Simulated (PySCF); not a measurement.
# How methods differ on the excitation energy of Ge+

Ge+ [Ar] 3d10 4s2 4p1 (2P) → Ge+ [Ar] 3d10 4s1 4p1 5s1 (4P), as a difference of total energies. All numbers are calculated (PySCF 2.14, the spin-free X2C one-electron Hamiltonian (Gaussian nucleus), in aug-cc-pVDZ-DK (6s5p3d, 36 functions)). Correlated levels: valence: [Ar] 3d10 frozen. The calculations carry no spin-orbit coupling.

```
           method  excitation energy (cm⁻¹)
              UHF                    109890
    MP2 (valence)                    115320
SCS-MP2 (valence)                    117230
   CCSD (valence)                    117670
CCSD(T) (valence)                    117750
  CCSDT (valence)                    117790
    FCI (valence)                    117790
```

A first-order spin-orbit estimate (lowest level to lowest level, LS coupling) adds -0.006 eV.

The promoted electron is Rydberg-like, and one or two diffuse shells describe it only roughly, which tends to raise the upper state.
